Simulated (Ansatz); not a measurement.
A nudged elastic band was laid between two geometries of AlCl2H2N + H2 (8 atoms, charge 0, multiplicity 1).

Method: RKS PBE0-D4/6-31G* in Ansatz 0.2.0.

| Property | Result |
| --- | --- |
| movable images | 5 |
| climbing image | yes |
| spring | 20.0 eV/Å² |
| optimiser | quadratic models (default) |
| start path | through a guess of the saddle point |
| force threshold | 0.05 eV/Å |
| iteration limit | 60 |
| end points | relaxed |

Initial state:

```xyz
8
Properties=species:S:1:pos:R:3
Al 0.047 -0.286 -0.007
Cl 0.049 -0.973 1.970
N 1.561 -0.118 -0.882
H 2.470 -0.312 -0.488
H 1.632 0.184 -1.843
Cl -1.768 0.102 -0.971
H -0.241 2.506 0.887
H -0.206 2.137 1.534
```

Final state:

```xyz
8
Properties=species:S:1:pos:R:3
Al 0.204 0.959 -0.380
Cl 0.152 0.425 2.386
N 1.571 0.037 -1.025
H 1.535 -0.934 -1.299
H 2.508 0.404 -1.123
Cl -1.691 -0.027 -0.486
H 0.266 2.513 -0.126
H -1.000 -0.137 2.252
```

(1) What changes between the two ends?

(2) Give the energies along the band, and the barrier.

(3) What is the geometry of the highest image?

The band took 29 iterations and about 8 core-minutes.

## Answers

(1) Bonds broken: Al1–Cl2, H7–H8. Bonds formed: Al1–H7, Cl2–H8. AlCl2H2N + H2 becomes AlClH3N + ClH.

(2) The run converged. The highest image is number 4 of 0 to 6, 1.67 eV above the first end and 0.36 eV above the last; the last end lies 1.31 eV above the first. Beside the main top the profile has a ripple of under 15 meV (maxima at images 1, 4), which may be a very shallow well or noise. Neighbouring images differ by up to 1.7 eV, so the band resolves the path poorly. Another band between the same ends (5 images) ends at a top of the same energy, where a vibrational analysis finds 1 clearly imaginary mode. The orbitals stay closed-shell, which can raise the energy where a bond breaks towards radicals; this wasn't checked here.

```csv
image,path coordinate (Å),energy (eV),Al1–Cl2 (Å),H7–H8 (Å),Al1–H7 (Å)
0,0.00,0.00,2.09,0.75,2.95
1,2.44,0.01,2.09,0.75,3.46
2,4.88,0.01,2.09,0.75,3.46
3,7.32,0.00,2.09,0.74,3.12
4,9.76,1.67,2.47,1.25,1.66
5,11.20,1.35,2.76,2.93,1.58
6,12.64,1.31,2.82,3.78,1.58
```

(3) 
```xyz
8
Properties=species:S:1:pos:R:3
Al 0.005 0.446 -0.177
Cl -0.132 0.027 2.252
N 1.578 0.075 -0.881
H 1.742 -0.724 -1.478
H 2.448 0.521 -0.630
Cl -1.768 -0.358 -0.965
H -0.146 1.956 0.506
H -0.182 1.298 1.572
```

Run time: 7.8 min on 1 thread of Intel(R) Xeon(R) Platinum 8488C (Sapphire Rapids) (shared host), peak memory 0.19 GiB.
